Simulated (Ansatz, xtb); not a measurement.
# Relative energy of two isomers of CH6GaSi

Structure I: `[CH3][GaH][SiH2]`, a doublet. Structure II: `C[SiH2][GaH]`, a doublet. Both are isolated molecules in the gas phase, relaxed with r2SCAN-D4/def2-SVP; the shapes shown needn't be the lowest conformers.

I (Å):

```json
{"atom": "C", "x (Å)": "-0.0144", "y (Å)": "1.3427", "z (Å)": "1.0788"}
{"atom": "Ga", "x (Å)": "-1.6572", "y (Å)": "0.3789", "z (Å)": "0.5991"}
{"atom": "Si", "x (Å)": "-1.6307", "y (Å)": "-1.9338", "z (Å)": "0.2306"}
{"atom": "H", "x (Å)": "-0.1521", "y (Å)": "1.8514", "z (Å)": "2.0476"}
{"atom": "H", "x (Å)": "0.1866", "y (Å)": "2.1279", "z (Å)": "0.3309"}
{"atom": "H", "x (Å)": "0.8667", "y (Å)": "0.6886", "z (Å)": "1.1472"}
{"atom": "H", "x (Å)": "-3.0285", "y (Å)": "1.1205", "z (Å)": "0.4472"}
{"atom": "H", "x (Å)": "-2.8172", "y (Å)": "-2.7635", "z (Å)": "-0.1368"}
{"atom": "H", "x (Å)": "-0.4116", "y (Å)": "-2.7924", "z (Å)": "0.3342"}
```

II (Å):

```xyz
9

C    -0.2402    0.2611    0.9939
Ga   -0.2011   -2.9720   -0.8326
Si    0.6184   -0.7192   -0.3788
H    -0.1611   -0.2597    1.9608
H    -1.3096    0.3999    0.7714
H     0.2196    1.2573    1.1024
H     0.5307    0.0412   -1.6699
H     2.0805   -0.8498   -0.0650
H    -1.4022   -3.6557   -0.0362
```

Which of the two would you expect CCSD(T)/def2-SVP + ΔMP2/def2-TZVPP electronic energies to favour?

Structure II; the calculation gives E(II) − E(I) = −14.3 kJ/mol.

Level by level:

```tsv
level	geometry	E(II) − E(I) (kJ/mol)	departure from the last row (kJ/mol)	job, with rough time for the two
r2SCAN-D4/def2-SVP	r2SCAN-D4/def2-SVP	−12.4	+1.9	optimisation, 2.2 min
HF/def2-SVP	r2SCAN-D4/def2-SVP	−26.6	−12.3	part of the CCSD(T) run
MP2/def2-SVP	r2SCAN-D4/def2-SVP	−14.0	+0.3	part of the CCSD(T) run
CCSD(T)/def2-SVP	r2SCAN-D4/def2-SVP	−15.2	−0.9	single point
CCSD(T)/def2-SVP + ΔMP2/def2-TZVPP	r2SCAN-D4/def2-SVP	−14.3		single point, 32 s
```

As drawn, II has 1 C–Si in place of 1 C–Ga.

None of the levels shown reverses the order. The largest departure from CCSD(T)/def2-SVP + ΔMP2/def2-TZVPP is that of HF/def2-SVP, 12.3 kJ/mol. Levels run at GFN2-xTB geometries aren't shown. The last row adds to CCSD(T) the change of the MP2 difference between the two basis sets, here +0.9 kJ/mol.

With harmonic frequencies from r2SCAN-D4/def2-SVP (ideal gas, rigid rotor, one conformer each, 298.15 K, 1 atm): on the last row, ΔE + ΔZPE = −10.7 kJ/mol. A mode under 50 cm⁻¹ makes harmonic enthalpies and free energies unreliable, so none is given.

Open shells are spin-unrestricted. The correlated steps freeze 15 core orbitals; the filled d shell of Ga is correlated, in a basis made for valence electrons. Programs: Ansatz 0.2.0; the last row on 2 threads of Intel(R) Xeon(R) 6975P-C (Granite Rapids) on a shared host.
